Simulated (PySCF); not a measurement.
Rb₂ at RHF-SCS-MP2

Level: RHF-SCS-MP2. Rb def2-TZVPP with ECP28; scalar-relativistic core potentials (PySCF 2.14).

For Rb₂, the state is ¹Σg⁺ (singlet), closed shell, the bond length is 4.285 Å and the harmonic wavenumber is 56.9 cm⁻¹. The force constant is 0.0810 mdyn/Å. The rotational constant Be is 0.02162 cm⁻¹ and the anharmonicity ωexe is 0.0883 cm⁻¹. The vibration–rotation constant αe is 3.47e-05 cm⁻¹ and the well depth De to Rb + Rb is 0.36 eV. The dissociation energy D0 is 0.36 eV.

Correlated steps freeze no core orbitals. The bond is weak. Basis-set superposition, not corrected here, can be much of De in a small basis, most of all at correlated wavefunction levels. Where the molecule has an RHF reference, its open-shell atoms are computed with UHF.
